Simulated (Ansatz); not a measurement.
Reaction (atomization): `[OH][InH][Br]` → Br• + 2 H• + In• + O•

Isolated molecules relaxed with PBE0-D4/def2-TZVP in Ansatz; ΔE leaves out vibrations. CCSD(T)/CBS is the MP2 limit (def2-TZVPP, def2-QZVPP) plus CCSD(T) − MP2 in def2-TZVPP, frozen cores. This one scheme is used for every species, atoms too. Functionals use def2-TZVPP. HSE06 is defined as in plane-wave codes. No spin–orbit coupling; open shells (•) take unrestricted orbitals. Spin–orbit coupling would lower the free atoms: a little for O; clearly for Br; strongly for In. def2 core potentials past Kr. Bonds to Br, In are less sure, by a few kJ/mol each and by 10 to 20 or more in all where they break to atoms, as the def2 sets lack core-valence functions. Scalar relativity is left out up to krypton. Each species was taken in one conformer, which may not be the lowest.

`[OH][InH][Br]`:

Cartesian coordinates in Å:
```
O 0.177 -0.531 1.366
In -0.078 0.171 -0.460
Br 1.960 1.332 -1.179
H -0.592 -0.997 1.704
H -1.467 0.026 -1.431
```

CCSD(T)/CBS gives +1343.5 kJ/mol.

(1) Another level gave +1318.4 kJ/mol. Which?
A. PBE/def2-TZVPP
B. HSE06-D4/def2-TZVPP
C. r2SCANh/def2-TZVPP
D. LDA (SPW92)/def2-TZVPP

Largest T1 diagnostic among the species: 0.015.

## Answers

(1) A. PBE 1318.4, HSE06-D4 1293.6, LDA (SPW92) 1537.3, r2SCANh 1305.8 kJ/mol.

From BLYP to BHLYP (50 % exact exchange), in def2-TZVPP and without D4, ΔE moves by −45.4 kJ/mol: exact exchange takes away binding that semilocal exchange gives to molecules. In def2-TZVPP, CCSD(T) changes the Hartree–Fock value by +411.5 kJ/mol (the triples alone add +29.1 kJ/mol) and MP2 by +440.3 kJ/mol; breaking electron pairs costs correlation energy, which Hartree–Fock lacks. At CCSD(T), def2-SVP lies −140.6 kJ/mol from the extrapolated value and def2-TZVPP −56.2 kJ/mol: correlation converges slowly with the basis, and small sets miss more of it in the bonded molecule than in its fragments.

For atomizations the MP2-based limit and the directly extrapolated one differ by several kJ/mol either way, and by 10 to 25 for some Ge, Se and Sn compounds, so smaller differences from it don't rank the levels.
